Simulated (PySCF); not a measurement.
Cartesian coordinates in Å; atom numbers follow the order of the lines, from 1:
```xyz
5

Ge   -0.086    0.000   -0.071
F    -0.136   -0.002    1.657
F     1.597    0.005   -0.464
H    -0.692    1.316   -0.560
H    -0.683   -1.319   -0.563
```

Geometry: PBE0-D3(BJ)/def2-SVP; GIAO absolute shieldings from PySCF 2.14, gas phase, non-relativistic, averaged over equivalent atoms.

At PBE/pcSseg-1 (pcSseg-2 on Ge) (107 basis functions, 4.9 s wall time on 1 thread of an Arm Neoverse V2, shared host):
```json
{"atoms": "Ge1", "σ (ppm)": "1249.3"}
{"atoms": "F2/F3", "σ (ppm)": "320.5"}
{"atoms": "H4/H5", "σ (ppm)": "25.07"}
```

**Question.** Predict the values at PBE0/pcSseg-1 (pcSseg-2 on Ge) on the same geometry.

**Answer.** 
```tsv
atoms	σ at PBE0/pcSseg-1 (pcSseg-2 on Ge)	change
Ge1	1327.2	+77.9
F2/F3	347.7	+27.2
H4/H5	25.43	+0.36
```

The largest change is at Ge1 (germanium bonded to 2 F, 2 H). Cost: 107 basis functions, 4.6 s wall time on 1 thread of an Arm Neoverse V2, shared host.

Relativistic effects, spin–orbit coupling among them, are left out; they matter for Ge and for the light atoms bonded to it.
